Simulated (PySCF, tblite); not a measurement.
C4H11FO2Si.
Geometry (GFN2-xTB, Å), atoms numbered from 1 in this order:
```xyz
19
C4H11FO2Si angstrom
C     -1.417   -0.447   -1.888
C     -1.019   -0.516   -0.417
C     -1.741    0.555    0.407
O     -1.300    0.555    1.737
O      0.364   -0.365   -0.306
Si     1.238    0.253    0.914
C      2.984    0.000    0.173
F      3.931    0.442    1.078
H     -2.486   -0.607   -2.000
H     -1.158    0.528   -2.292
H     -0.881   -1.208   -2.447
H     -1.283   -1.506   -0.008
H     -1.486    1.540    0.015
H     -2.826    0.409    0.343
H     -1.522   -0.288    2.149
H      1.162   -0.536    2.146
H      1.055    1.681    1.155
H      3.155    0.568   -0.744
H      3.221   -1.047   -0.023
```

Level of theory: PBE0/pcSseg-1 in PySCF (dipole) on a GFN2-xTB geometry, gas phase.

Take the most abundant isotopes and a rigid rotor. The values belong to one conformer with, in the numbering `[CH3:1][C@H:2]([CH2:3][OH:4])[O:5][SiH2:6][CH2:7][F:8]`, C1–C2–C3–O4 -176°, C2–C3–O4–H -63°, C1–C2–O5–Si6 151°, C2–O5–Si6–C7 179°, O5–Si6–C7–F8 -179°.

Problem. What are A, B and C (cm⁻¹)?

Solution. Ia = 164.01, Ib = 586.07, Ic = 717.59 u·Å²; 505379 MHz·u·Å²/I gives 3081, 862.3 and 704.3 MHz, that is A = 0.10279, B = 0.02876, C = 0.02349 cm⁻¹.

Problem. What kind of rotor is it?

Solution. An asymmetric top; Ray's κ = -0.867.

Problem. What does the inertial defect say?

Solution. Not planar: Δ = Ic − Ia − Ib = -32.48 u·Å². For a rigid frame Δ = −2 Σ m c², so Σ m c² = 16.24 u·Å² lies off the ab plane: 11.39 from hydrogen and 4.85 from heavier atoms. The atom farthest from that plane is 1.44 Å away.

Problem. Give the other two planar moments, Paa and Pbb, and the rms extents of the mass along the axes.

Solution. Paa = Σ m a² = (Ib + Ic − Ia)/2 = 569.83 and Pbb = Σ m b² = (Ia + Ic − Ib)/2 = 147.77 u·Å². With the mass M = 138.05 u, the rms extents √(P/M) along a, b and c are 2.03, 1.03, 0.34 Å.

Problem. Predict some low-J microwave lines.

Solution. The dipole components are |μa| = 4.45 D, |μb| = 0.85 D, |μc| = 1.05 D. Intensities carry the squares of the components, which stand as 1.00 : 0.04 : 0.06 (a : b : c). Some lines, for components of 0.1 D or more:

| type | branch | J(Ka,Kc) | MHz | lower level (cm⁻¹) |
| --- | --- | --- | --- | --- |
| a | Q | 2(1,1) ← 2(1,2) | 474 | 0.226 |
| b | R | 2(0,2) ← 1(1,1) | 906 | 0.126 |
| a | R | 1(0,1) ← 0(0,0) | 1567 | 0.000 |
| c | Q | 2(1,2) ← 2(0,2) | 2069 | 0.156 |
| c | Q | 1(1,1) ← 1(0,1) | 2219 | 0.052 |
| b | Q | 1(1,0) ← 1(0,1) | 2377 | 0.052 |
| b | Q | 2(1,1) ← 2(0,2) | 2543 | 0.156 |
| a | R | 2(1,2) ← 1(1,1) | 2975 | 0.126 |
| a | R | 2(0,2) ← 1(0,1) | 3125 | 0.052 |
| a | R | 2(1,1) ← 1(1,0) | 3291 | 0.132 |
| b | R | 1(1,1) ← 0(0,0) | 3786 | 0.000 |
| c | R | 1(1,0) ← 0(0,0) | 3944 | 0.000 |
| b | R | 2(1,2) ← 1(0,1) | 5194 | 0.052 |
| c | R | 2(1,1) ← 1(0,1) | 5668 | 0.052 |
| c | Q | 2(2,1) ← 2(1,1) | 6657 | 0.241 |
| b | Q | 2(2,0) ← 2(1,1) | 6666 | 0.241 |
| b | Q | 2(2,1) ← 2(1,2) | 7132 | 0.226 |
| b | R | 2(2,1) ← 1(1,0) | 9949 | 0.132 |
| c | R | 2(2,0) ← 1(1,0) | 9957 | 0.132 |
| c | R | 2(2,1) ← 1(1,1) | 10107 | 0.126 |
| b | R | 2(2,0) ← 1(1,1) | 10115 | 0.126 |

Problem. Estimate the classical rotational partition function at 10 K, 25 K and 50 K.

Solution. Point group C1, symmetry number σ = 1; q = (√π/σ)·√((kT/h)³/(ABC)), k/h = 20836.6 MHz/K: 3900 at 10 K, 15400 at 25 K, 43600 at 50 K.

Its GFN2-xTB frequencies are all real (lowest 50 cm⁻¹). Zero-point vibration and centrifugal distortion are left out. A rigid rotor knows nothing of internal rotation, which can split or shift real lines.

On one thread of an Arm Neoverse N1, shared host with 64 logical CPUs at a one-minute load of 61, this took 77 s (grids of density and orbitals included) and 0.91 GiB of memory at its peak. This is the PBE0/pcSseg-1 job that gave the dipole, with the shieldings it also computed.
